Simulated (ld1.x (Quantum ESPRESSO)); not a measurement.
Varying the RRKJ potential for Ta

Base potential:

tantalum (Ta), norm-conserving RRKJ (Kleinman–Bylander form), made with ld1.x (Quantum ESPRESSO) 7.5 (LDA (PZ), fully relativistic). Core [Kr] 4d10 4f14, reference 5s2 5p6 5d3 6s2 6p0. Waves: 5s (bound): rc 1.05 bohr; 5p (bound): rc 2.15 bohr; 5d (bound): rc 2.35 bohr. Local part: all-electron potential smoothed inside 2.20 bohr (lloc = -2). Core correction: none. rho0 = 0.01.

Open shells are filled in proportion to 2j + 1 (rel_dist='average').

Occupied shells without a wave of their own: 6s. They enter only through the test configuration that unscreens the potential.

All-electron outer shells of the reference configuration (LDA (PZ), scalar-relativistic, ld1.x):

```csv
shell,level (eV),outermost node (bohr),outermost maximum (bohr)
4d,-222.00,0.22,0.46
5s,-73.19,0.54,0.98
5p,-39.56,0.58,1.13
4f,-24.93,–,0.44
6s,-5.62,1.32,2.74
5d,-3.79,0.65,1.58
6p,-1.48,1.59,3.89
```

Cutoffs, loose and tight: the cutoffs (Ry, on a coarse ladder) from which the occupation-weighted sum of valence levels, in a spherical-Bessel basis at the reference potential, stays within 10 and 1 mRy of its value at 400 Ry. They do not see the model core or the augmentation charge, which bear on the density cutoff. Test errors are all-electron minus pseudo excitation energies from the reference, over the configurations 5s2 5p6 5d3 6s1 6p0; 5s2 5p6 5d3 6s0 6p0; 5s2 5p6 5d2 6s0 6p0; 5s2 5p6 5d3.5 6s1.5 6p0; 5s2 5p6 5d1 6s0 6p0; 5s2 5p6 5d4 6s0 6p0; 5s1 5p6 5d3 6s2 6p0. A dash means not determined; rows that change the core or the reference have their own tests. The largest error is taken over the tests solved by every variant that gives reliable tests at all: 5s1 5p6 5d3 6s2 6p0; 5s2 5p6 5d2 6s0 6p0; 5s2 5p6 5d3 6s0 6p0; 5s2 5p6 5d3 6s1 6p0; 5s2 5p6 5d3.5 6s1.5 6p0; 5s2 5p6 5d4 6s0 6p0.

```tsv
change	outcome	cutoff, loose	cutoff, tight	bound ghosts	largest test error (meV)
base	generated, misses its reference levels by 0.33 eV	140 Ry	160 Ry	none	+1284
wave 5p (bound): rc 2.15 bohr becomes 5p (bound): rc 1.44 bohr	generated, misses its reference levels by 0.33 eV	140 Ry	180 Ry	none	+1283
wave 5p (bound): rc 2.15 bohr becomes 5p (bound): rc 1.58 bohr	generated, misses its reference levels by 0.33 eV	140 Ry	180 Ry	none	+1282
wave 5p (bound): rc 2.15 bohr becomes 5p (bound): rc 1.78 bohr	generated, misses its reference levels by 0.33 eV	140 Ry	180 Ry	none	+1283
wave 5p (bound): rc 2.15 bohr becomes 5p (bound): rc 2.00 bohr	generated, misses its reference levels by 0.33 eV	140 Ry	160 Ry	none	+1284
wave 5p (bound): rc 2.15 bohr becomes 5p (bound): rc 2.26 bohr	generated, misses its reference levels by 0.33 eV	140 Ry	160 Ry	none	+1284
wave 5p (bound): rc 2.15 bohr becomes 5p (bound): rc 2.36 bohr	generated, misses its reference levels by 0.33 eV	140 Ry	160 Ry	none	+1283
wave 5p (bound): rc 2.15 bohr becomes 5p (bound): rc 2.62 bohr	generated, misses its reference levels by 0.33 eV	140 Ry	160 Ry	none	+1279
wave 5p (bound): rc 2.15 bohr becomes 5p (bound): rc 2.88 bohr	generated, misses its reference levels by 0.33 eV	140 Ry	160 Ry	none	+1268
wave 5p (bound): rc 2.15 bohr becomes 5p (bound): rc 2.96 bohr	generated, misses its reference levels by 0.33 eV	140 Ry	160 Ry	none	+1263
wave 5p (bound): rc 2.15 bohr becomes 5p (bound): rc 3.18 bohr	generated, misses its reference levels by 0.33 eV	140 Ry	160 Ry	none	+1243
```

Reading the sweep of the p radius (base included, trends over the rows without a ghost): The loose cutoff stays near 140 Ry. The median size of the test errors (rows with all tests solved) stays near 743.4 meV.
